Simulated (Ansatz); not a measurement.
C2H4BClS can be A, `SB1CC1Cl`, or B, `C=CB(S)Cl`.

Gas-phase electronic energies from Ansatz, PBE0-D4/def2-TZVP geometries. CBS: MP2 limit from def2 TZ/QZ plus the TZ coupled-cluster correction, frozen cores. Functionals use def2-TZVPP. B3LYP here is the variant with VWN-RPA as its local correlation; programs differ in this. One conformer a species, not always the lowest.

A:

Z-matrix (Å, degrees):
```
C
B 1 1.527
C 1 1.531 2 60.0
H 1 1.087 2 117.4 3 107.7
H 1 1.086 2 122.8 3 -102.7
S 2 1.744 1 148.0 3 -170.8
Cl 3 1.761 1 119.2 2 109.3
H 3 1.084 1 116.1 2 -113.3
H 6 1.347 2 98.1 1 170.5
```

B:

Z-matrix (Å, degrees):
```
C
C 1 1.334
H 1 1.086 2 121.1
H 1 1.085 2 122.1 3 180.0
B 2 1.541 1 123.6 3 -0.1
H 2 1.089 1 118.0 3 -180.0
Cl 5 1.762 2 121.4 1 0.3
S 5 1.792 2 118.1 1 -179.7
H 8 1.343 5 97.8 2 180.0
```

**Question.** Which is lower in electronic energy at CCSD(T)/CBS, and by how much? (An estimate is asked.)

**Answer.** The calculation gave: B, by 48.9 kcal/mol.

**Question.** Give E(B) − E(A) in kcal/mol with HF/def2-TZVPP, PBE0-D4, PBE-D4, B3LYP, MP2/def2-TZVPP, ωB97M-V, B3LYP-D4. (Estimate.)

**Answer.** Ansatz gave: HF/def2-TZVPP -52.8, PBE0-D4 -43.7, PBE-D4 -43.6, B3LYP -47.9, MP2/def2-TZVPP -48.4, ωB97M-V -46.2, B3LYP-D4 -48.5. None reverses the order clearly.

Largest T1 diagnostic: 0.013.

In def2-TZVPP, CCSD(T) changes the Hartree–Fock value by +3.5 kcal/mol (the triples alone add −0.3 kcal/mol) and MP2 by +4.3 kcal/mol.
